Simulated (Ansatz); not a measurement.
`[O]=[Ta]([F])([F])[F]` + H₂O → `[O]=[Ta]([OH])([F])[F]` + H–F  (formal hydrolysis of a Ta–F bond)

Gas-phase electronic energies from Ansatz, PBE0-D4/def2-TZVP geometries. CCSD(T)/CBS adds triple-zeta CCSD(T) − MP2 to the extrapolated MP2 energy (def2 sets, frozen cores). This one scheme is used for every species. Elements past krypton have def2 core potentials. For Ta outer-core shells are correlated without core-valence functions, which leaves a few kJ/mol of doubt a bond. One conformer a species, not always the lowest.

```
        level  ΔE (kJ/mol)
 MP2/def2-SVP         23.0
MP2/CBS(def2)         18.6
```

(1) What does CCSD(T)/CBS give? (Estimate.)

Largest T1 diagnostic among the species: 0.020.

Results:

(1) Ansatz gave: +20.3 kJ/mol. The listed levels differ from it by 2.7, -1.7 kJ/mol.

From PBE to PBE0 (25 % exact exchange), in def2-TZVPP and without D4, ΔE moves by −3.1 kJ/mol. In def2-TZVPP, CCSD(T) changes the Hartree–Fock value by −5.5 kJ/mol (the triples alone add −0.3 kJ/mol) and MP2 by −7.3 kJ/mol.
